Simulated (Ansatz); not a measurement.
Cost and result for the atomization energy of BH6NSeSi, SMILES `[SiH3]NB[SeH]` (10 atoms, 9 bonds).

Z-matrix (Å, degrees):
```
Si
N 1 1.744
H 1 1.487 2 110.4
H 1 1.480 2 107.5 3 120.4
H 1 1.487 2 110.4 3 -119.1
B 2 1.401 1 125.8 3 -120.5
H 2 1.011 1 116.7 3 59.4
Se 6 1.946 2 125.1 1 180.0
H 6 1.195 2 120.4 1 -0.1
H 8 1.471 6 97.2 2 -0.1
```

The species carries charge 0 and has multiplicity 1. Correlated methods include outer-core shells of Se, which these sets cover unevenly. Scalar relativity is left out up to krypton. Geometry: relaxed with PBE0-D4/def2-TZVP. It is one conformer, not always the lowest. Program: Ansatz. All runs use 4 threads of an Arm Neoverse V1 on a shared host. Times are those of one run each, without the atoms' runs, and a repeat can differ threefold. Electronic energies, without spin–orbit coupling; frozen cores. CCSD(T)/CBS adds CCSD(T) − MP2 in def2-TZVPP to the MP2 limit, and its time is that of the two runs behind it. T1 = 0.011. With those shells the extrapolation isn't a true limit. B3LYP takes the VWN-RPA correlation (the form of Gaussian; ORCA's B3LYP/G).

CCSD(T)/CBS is a level of theory with its own doubt, some kJ/mol a heavy atom from the limit and from the frozen cores, so smaller differences don't rank the functionals.

| level | functions | wall time |
| --- | --- | --- |
| PBE-D4/def2-TZVPP (with forces) | 236 | 3.1 s |
| PBE0-D4/def2-TZVPP | 236 | 3.8 s |
| B3LYP-D4/def2-TZVPP (with forces) | 236 | 6 s |
| B2PLYP/def2-TZVPP | 236 | 6.5 s |
| r2SCAN-D4/def2-TZVPP (with forces) | 236 | 6.5 s |
| ωB97X-V/def2-TZVPP | 236 | 9.5 s |
| ωB97M-V/def2-TZVPP (with forces) | 236 | 14 s |
| MP2/def2-QZVPP | 453 | 31 s |
| CCSD(T)/def2-TZVPP | 236 | 2.8 min |
| CCSD(T)/CBS(def2) | – | 3.3 min |

What atomization energy does each give, and how far from CCSD(T)/CBS? (Best estimate.)

Computed: 
```json
{"level": "PBE-D4/def2-TZVPP (with forces)", "atomization (kJ/mol)": "3320.1", "difference from CCSD(T)/CBS": "22.0", "per bond": "2.4"}
{"level": "PBE0-D4/def2-TZVPP", "atomization (kJ/mol)": "3281.7", "difference from CCSD(T)/CBS": "-16.4", "per bond": "-1.8"}
{"level": "B3LYP-D4/def2-TZVPP (with forces)", "atomization (kJ/mol)": "3309.3", "difference from CCSD(T)/CBS": "11.2", "per bond": "1.2"}
{"level": "B2PLYP/def2-TZVPP", "atomization (kJ/mol)": "3263.7", "difference from CCSD(T)/CBS": "-34.4", "per bond": "-3.8"}
{"level": "r2SCAN-D4/def2-TZVPP (with forces)", "atomization (kJ/mol)": "3300.7", "difference from CCSD(T)/CBS": "2.6", "per bond": "0.3"}
{"level": "ωB97X-V/def2-TZVPP", "atomization (kJ/mol)": "3317.1", "difference from CCSD(T)/CBS": "19.0", "per bond": "2.1"}
{"level": "ωB97M-V/def2-TZVPP (with forces)", "atomization (kJ/mol)": "3303.9", "difference from CCSD(T)/CBS": "5.8", "per bond": "0.6"}
{"level": "MP2/def2-QZVPP", "atomization (kJ/mol)": "3282.1", "difference from CCSD(T)/CBS": "-16.0", "per bond": "-1.8"}
{"level": "CCSD(T)/def2-TZVPP", "atomization (kJ/mol)": "3207.2", "difference from CCSD(T)/CBS": "-90.9", "per bond": "-10.1"}
{"level": "CCSD(T)/CBS(def2)", "atomization (kJ/mol)": "3298.1", "difference from CCSD(T)/CBS": "0.0", "per bond": "0.0"}
```

In def2-TZVPP, CCSD(T) changes the Hartree–Fock value by +783.0 kJ/mol (the triples alone add +43.0 kJ/mol) and MP2 by +804.2 kJ/mol; breaking electron pairs costs correlation energy, which Hartree–Fock lacks. The D4 term adds +34.2 kJ/mol with B3LYP and +17.9 kJ/mol with PBE0; it sums over pairs of atoms, weighted by their polarisabilities, and B3LYP, whose exchange is more repulsive, gets the larger term. From PBE to PBE0 (25 % exact exchange), in def2-TZVPP and without D4, the atomization energy moves by −35.3 kJ/mol: exact exchange takes away binding that semilocal exchange gives to molecules.
